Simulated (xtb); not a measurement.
Harmonic IR lines of one isomer of C9H5F3, unscaled. Method: GFN2-xTB run with xtb.

wavenumber (cm⁻¹): 477 (w), 606 (w), 663 (vw), 673 (w), 800 (w), 865 (w), 1030 (vs), 1064 (s), 1086 (m), 1180 (m), 1193 (w), 1278 (m), 1425 (vw), 3099 (w), 3108 (vw), 3395 (vw)

Task: Which structure gives these lines?
A. `C#Cc1cccc(C(F)(F)F)c1`
B. `C#Cc1ccc(C(F)(F)F)cc1`
C. `C#Cc1ccccc1C(F)(F)F`

Result: A, `C#Cc1cccc(C(F)(F)F)c1`
